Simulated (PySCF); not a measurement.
Computed IR spectrum (relative IR intensity) of a molecule C₂H₈FNSi. Coordinates come from a PBE-D3(BJ)/def2-SVP optimisation. Other conformers were not sampled. Method: PBE-D3(BJ)/def2-SVP (PySCF). Frequencies are harmonic and unscaled.

Lines under 2 % of the strongest are left out, and lines within 2 cm⁻¹ are merged.

ν (cm⁻¹): 183 (vw), 289 (m), 300 (m), 432 (vs), 700 (w), 749 (w), 753 (vw), 862 (vs), 868 (s), 906 (vs), 1223 (m), 1226 (w), 1389 (w), 1498 (m), 3075 (w), 3084 (vw), 3486 (w), 3579 (w) (against the strongest line: vs over 80 %, s over 45 %, m over 15 %, w over 4 %, vw less)

Identify the compound among the candidates.
(A) C[Si](C)(N)F
(B) CCN[SiH2]F
(C) CN(C)[SiH2]F
(D) C[C@H](F)[SiH2]N

A, C[Si](C)(N)F
